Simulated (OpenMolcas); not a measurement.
V²⁺.

```json
{
 "Program": "OpenMolcas 26.06",
 "Basis": "ANO-RCC-VTZP [6s5p3d2f1g]",
 "Scalar Hamiltonian": "DKH2, point nucleus",
 "Active space": "3 electrons in 6 orbitals (3d 4s)",
 "State averaging": "2S+1 = 4 even, 20 roots; 2S+1 = 2 even, 64 roots kept (CI in the orbitals of an earlier block)",
 "Spin-orbit coupling": "RASSI with atomic mean-field integrals over the reference wave functions, term energies averaged over their components"
}
```

Two sets of levels on these reference wave functions, in cm⁻¹ above 3d³ ⁴F_3/2: one from CASSCF and one from MS-CASPT2, IPEA 0.25 Eh, imaginary shift 0.1 Eh (closed shells correlated: 3s 3p).

```csv
Level,Set 1,Set 2
3d³ ⁴F_3/2,0.0,0.0
3d³ ⁴F_5/2,162,161
3d³ ⁴F_7/2,385,383
3d³ ⁴F_9/2,663,662
3d³ ⁴P_1/2,11800,15320
3d³ ⁴P_3/2,11870,15400
3d³ ²G_7/2,12160,15490
3d³ ⁴P_5/2,12060,15580
3d³ ²G_9/2,12400,15730
3d³ ²P_1/2,15580,20480
3d³ ²H_9/2,17320,20580
3d³ ²P_3/2,15620,20590
3d³ ²H_11/2,17510,20770
3d³ ²D_3/2(1),16640,22310
3d³ ²D_5/2(1),16770,22510
3d³ ²F_7/2,28120,35670
```

**Question.** Which set is which?

**Answer.** Set 1 is MS-CASPT2. Its levels of the other terms of 3d³ lie at 0.75 to 0.84 of the other set's values, as expected, since terms of lower spin or lower L gain more correlation energy than the Hund ground term. Against 15 measured levels (Sugar and Corliss, J. Phys. Chem. Ref. Data 7, 1191 (1978)) the mean absolute deviation is 240 cm-1 with it and 3700 cm-1 without; single levels miss by up to 530 cm-1 with it.

Term energies are means over components that CASPT2 splits; among the terms shown or strongly mixed into the levels shown the widest spread is 1200 cm-1 (3d³ ⁴F, MS-CASPT2). Some levels mix across a computed gap that differs much from the measured one, so their mixing is not that of the real levels. Terms from blocks run as CI alone lack orbitals of their own. Without dynamic correlation excited terms often stand tens of per cent too high (terms of higher spin than the ground term too low), and those without a measured partner can miss by more than the paired ones (holds for CASSCF). The CASPT2 spread within a term exceeds the gap to the next term for 3d³ ⁴P and 3d³ ²G, so the order of their levels is uncertain (holds for MS-CASPT2). Computed and measured levels are paired by configuration, term and J; levels that our copy of the source lacks, or whose pairing is in doubt (as where it misses far off the trend of its configuration), stay unpaired and out of the deviations. Only configurations of the active space appear. The table leaves out levels that lie high or whose names do not pair safely across all columns.

A number in round brackets counts repeated terms of one configuration in the order of the reference energies.
